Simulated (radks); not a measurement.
The numbers below are computed, except where a source is named.
Initial-state core-level shifts of neutral niobium when its valence configuration changes from [Kr] 4d4 5s1. Code: a radial shooting solver on a logarithmic mesh with Libxc functionals. Model: Dirac Kohn-Sham, PBEsol, spin-unpolarised, spherical densities, finite nucleus; open shells fill j = l - 1/2 first; Fermi nuclear charge, rms radius 4.324 fm. Shifts are changes of the shell-averaged eigenvalues in eV (positive: less bound); the change of the density at the nucleus, which sets a Mossbauer isomer shift, is in e/bohr^3, on a base of 8.236e+04.

valence              2s      3p      3d      4p  density at nucleus
4d5              +1.868  +1.854  +1.864  +1.690             -10.009
4d3.5 5s1 5p0.5  -1.861  -1.848  -1.854  -1.722              +1.426
4d3.5 5s1.5      -1.252  -1.233  -1.240  -1.093              +6.086
4d4 5p1          -1.145  -1.162  -1.158  -1.205              -9.362
4d3 5s1 5p1      -3.901  -3.866  -3.879  -3.551              +3.157
4d3.5 5s0.5 5p1  -2.438  -2.433  -2.437  -2.319              -3.506
4d4 5s0.5 5p0.5  -0.588  -0.596  -0.594  -0.618              -4.552
4d3 5s2          -2.689  -2.641  -2.656  -2.319             +13.039
4d2.5 5s1 5p1.5  -6.105  -6.032  -6.055  -5.464              +5.194
